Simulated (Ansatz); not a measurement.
C3H9AlO3 (`CC(C)[O][Al]([OH])[OH]`). Charge 0, multiplicity 1. All single points use the PBE0-D4/def2-TZVP geometry. It is one conformer, not always the lowest.

```xyz
16

C    -0.501   -0.061   -1.564
C    -0.649    0.622   -0.218
C    -0.490    2.125   -0.321
O     0.304    0.135    0.700
Al    0.798   -1.373    1.245
O     2.081   -1.506    2.337
O     0.011   -2.774    0.718
H    -1.248    0.304   -2.272
H     0.491    0.141   -1.980
H    -0.626   -1.143   -1.466
H    -1.654    0.404    0.172
H    -1.244    2.552   -0.986
H    -0.592    2.587    0.662
H     0.500    2.371   -0.715
H     2.553   -0.742    2.663
H     0.265   -3.643    1.025
```

Task: What is the dipole moment at PBE/def2-TZVPP? (Estimate.)

Result: Computed: 0.33 D, with components (0.09, 0.32, 0.03) D in this frame, pointing from negative to positive charge.

Task: And with r2SCAN, B3LYP, ωB97M-V? (An estimate is asked.)

Result: The calculation gave: r2SCAN 0.36 D, B3LYP 0.36 D, ωB97M-V 0.36 D.

Task: Give the Mulliken charges with PBE, r2SCAN, ωB97M-V in def2-TZVPP. (An estimate is asked.)

Result: The calculation gave: 
```csv
atom,PBE,r2SCAN,ωB97M-V
C1,-0.26,-0.16,-0.32
C2,0.16,0.24,0.10
C3,-0.24,-0.14,-0.29
O4,-0.29,-0.38,-0.35
Al5,0.53,0.69,0.66
O6,-0.38,-0.44,-0.41
O7,-0.38,-0.44,-0.40
H8,0.07,0.04,0.10
H9,0.07,0.04,0.10
H10,0.10,0.06,0.12
H11,0.04,-0.01,0.07
H12,0.07,0.03,0.09
H13,0.08,0.05,0.11
H14,0.07,0.04,0.10
H15,0.18,0.19,0.17
H16,0.18,0.19,0.16
```

B3LYP here is the variant with VWN-RPA as its local correlation; programs differ in this.
